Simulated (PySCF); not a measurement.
**Radial density of Sc⁺ (scandium, charge +1)**

UHF, [Ar] 4s1 4p1, 4s spin antiparallel (an excited configuration). Calculation: PySCF 2.14, in aug-cc-pwCVTZ-DK (10s9p7d4f3g, 127 functions); the spin-free X2C one-electron Hamiltonian (Gaussian nucleus).

```csv
r (bohr),4πr²ρ (e/bohr),4πr²(ρα − ρβ)
0.00131,0.1679,-0.0001
0.00220,0.4306,-0.0002
0.00370,1.082,-0.0006
0.00622,2.619,-0.0014
0.0105,5.955,-0.0031
0.0176,12.11,-0.0062
0.0296,20.31,-0.0092
0.0498,24.89,-0.0065
0.0838,20.59,0.0068
0.141,19.49,0.0088
0.237,26.48,-0.0159
0.399,14.72,-0.0060
0.671,7.012,-0.0424
1.13,7.667,-0.0107
1.90,1.624,-0.1526
3.19,0.6872,-0.0643
5.37,0.1904,0.0947
9.03,0.004894,0.0041
```

Densities and radii are taken from the X2C orbitals without a picture-change correction, which distorts them close to the nucleus.

With the s spin flipped the determinant is a mixture of two multiplicities, not a spectroscopic state.
